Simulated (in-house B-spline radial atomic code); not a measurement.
Configurations of the palladium ion Pd⁵⁺, with energies counted from [Kr] (4d3/2)4 (4d5/2)1. Method: Dirac-Hartree-Fock, average of each configuration as written, Fermi nucleus of rms radius 4.5318 fm. Calculated with an all-electron radial atomic-structure program (B-spline basis). Energies include first-order Breit, QED and recoil terms.

Occupations are held fixed; configurations that lie above the ionisation limit could autoionise.

```tsv
configuration	E - E(ref) (eV)	highest orbital	its <r> (bohr)
[Kr] (4d3/2)3 (4d5/2)2	1.1329	4d5/2	1.209
[Kr] (4d3/2)2 (4d5/2)3	1.9149	4d5/2	1.208
[Kr] (4d3/2)1 (4d5/2)3 (4f5/2)1	48.662	4f5/2	2.234
[Kr] (4d5/2)4 (7g9/2)1	73.801	7g9/2	10.49
[Ar] 3d10 4s2 (4p1/2)1 (4p3/2)4 (4d3/2)2 (4d5/2)3 (5g9/2)1	123.71	5g9/2	4.539
[Ar] 3d10 4s2 (4p1/2)1 (4p3/2)4 (4d3/2)3 (4d5/2)2 (8f7/2)1	135.89	8f7/2	13.44
```

Task: Order these further configurations by energy, lowest first.
A. [Ar] 3d10 4s2 (4p1/2)2 (4p3/2)3 (4d3/2)1 (4d5/2)4 (7f5/2)1
B. [Ar] 3d10 4s2 (4p1/2)1 (4p3/2)4 (4d3/2)4 (4d5/2)1 (6f5/2)1
C. [Ar] 3d10 4s2 (4p1/2)2 (4p3/2)3 (4d5/2)5 (6p1/2)1
D. [Ar] 3d10 4s2 (4p1/2)1 (4p3/2)4 (4d3/2)3 (4d5/2)2 6s1
E. [Kr] (4d3/2)1 (4d5/2)4

Result: E (2.3454 eV), D (112.12 eV), C (112.53 eV), A (128.77 eV), B (129.3 eV).

Task: How far above the reference does [Kr] (4d3/2)2 (4d5/2)2 (6g7/2)1 lie?

Result: 69.323 eV; its least bound orbital is 6g7/2 with <r> = 7.266 bohr.
